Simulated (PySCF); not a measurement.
InF2, SMILES [In+]([F])[F], charge +1.

Geometry: r2SCAN-D4/def2-TZVP. The spin state was assumed, not searched. The isomer is the one that the SMILES or the coordinates give; other isomers of the formula were not compared. The def2 effective core potentials stand for the cores of In; spin–orbit coupling is left out.

These are r2SCAN-D4/def2-TZVP (PySCF) values and carry that method's errors.

Frequencies are harmonic and unscaled.

Modes within 1.5 cm⁻¹ of each other (mostly degenerate sets) share a row, with their intensities summed.

Computed harmonic wavenumbers and intensities:
```
mode  ν (cm⁻¹)  IR (km/mol)  Raman (Å⁴/amu)  depolarisation  moving atoms (share of kinetic energy)
----  --------  -----------  --------------  --------------  --------------------------------------
1–2        146         55.9             0.0               –                         F 75 %, In 25 %
3          651          0.0            20.6            0.19                                 F 100 %
4          778         59.7             0.0               –                         F 75 %, In 25 %
```
